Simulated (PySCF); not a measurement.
One molecule, one basis, several functionals.

C₃H₆B₂O₂.
SMILES with atom numbers: `[BH2:1][O:2][C@H:3]1[BH:4][O:5][CH:6]=[CH:7]1` (hydrogens: H8, H9 on B1; H10 on C3; H11 on B4; H12 on C6; H13 on C7)

Cartesian coordinates in Å at the PBE0-D3(BJ)/def2-SVP level; atoms count from 1:
```xyz
13
C3H6B2O2 angstrom
B      2.2434    0.7468   -0.8356
O      0.9051    0.7471   -0.7635
C      0.1765   -0.0490    0.1500
B     -0.7880    0.7461    1.1467
O     -2.0288    0.1864    1.0778
C     -2.0049   -0.8089    0.1118
C     -0.8236   -0.9739   -0.4864
H      2.8916    0.0248   -0.1033
H      2.7453    1.4836   -1.6507
H      0.8832   -0.6493    0.7663
H     -0.5638    1.6581    1.8966
H     -2.9485   -1.3354   -0.0341
H     -0.6075   -1.7015   -1.2690
```

PySCF, def2-SVPD basis, density fitting, gas phase, PBE0-D3(BJ)/def2-SVP geometry; singlet excitations by full TDDFT with frozen cores, triplets by Tamm–Dancoff TDDFT and ionisation energies by ΔSCF, from the lowest of the holes tried. One functional is left out:

```json
{"functional": "LDA", "exact exchange (%)": "0", "HOMO energy (eV)": "-6.55", "LUMO energy (eV)": "-2.61", "lowest singlet excitation (eV)": "4.33", "lowest triplet excitation (eV)": "3.64", "dipole moment (D)": "1.853", "mean polarisability (au)": "72.2", "vertical ionisation energy (eV)": "9.65"}
{"functional": "PBE", "exact exchange (%)": "0", "HOMO energy (eV)": "-6.35", "LUMO energy (eV)": "-2.33", "lowest singlet excitation (eV)": "4.39", "lowest triplet excitation (eV)": "3.56", "dipole moment (D)": "1.816", "mean polarisability (au)": "71.3", "vertical ionisation energy (eV)": "9.42"}
{"functional": "PBE0", "exact exchange (%)": "25", "HOMO energy (eV)": "-7.46", "LUMO energy (eV)": "-1.25", "lowest singlet excitation (eV)": "4.96", "lowest triplet excitation (eV)": "3.75", "dipole moment (D)": "1.744", "mean polarisability (au)": "67.9", "vertical ionisation energy (eV)": "9.53"}
{"functional": "BHandHLYP", "exact exchange (%)": "50", "HOMO energy (eV)": "-8.44", "LUMO energy (eV)": "-0.11", "lowest singlet excitation (eV)": "5.47", "lowest triplet excitation (eV)": "3.84", "dipole moment (D)": "1.706", "mean polarisability (au)": "65.6", "vertical ionisation energy (eV)": "9.47"}
```

Question: Predict the row of B3LYP (20 % exact exchange) by straight lines through the other rows, and check it.

Answer: 
```tsv
property	line	computed	computed − line	PBE0 (25 %), for comparison
HOMO energy (eV)	-7.25	-7.25	0.00	-7.46
LUMO energy (eV)	-1.52	-1.48	+0.04	-1.25
lowest singlet excitation (eV)	4.82	4.85	+0.03	4.96
lowest triplet excitation (eV)	3.70	3.78	+0.08	3.75
dipole moment (D)	1.776	1.757	-0.019	1.744
mean polarisability (au)	69.1	68.7	-0.4	67.9
vertical ionisation energy (eV)	9.52	9.53	+0.01	9.53
```

Question: Which of these properties follows the share of exact exchange most closely, and which least?

Answer: Most closely the lowest singlet excitation, least the vertical ionisation energy; the correlations over the tabulated rows are lowest singlet excitation 0.998, HOMO energy -0.996, LUMO energy 0.995, mean polarisability -0.985, lowest triplet excitation 0.956, dipole moment -0.955, vertical ionisation energy -0.290. The lowest singlet excitation moves by +0.224 eV for every 10 %. Functionals with the same share still differ in their other parts: at 0 % LDA and PBE differ by 0.06 eV in it.
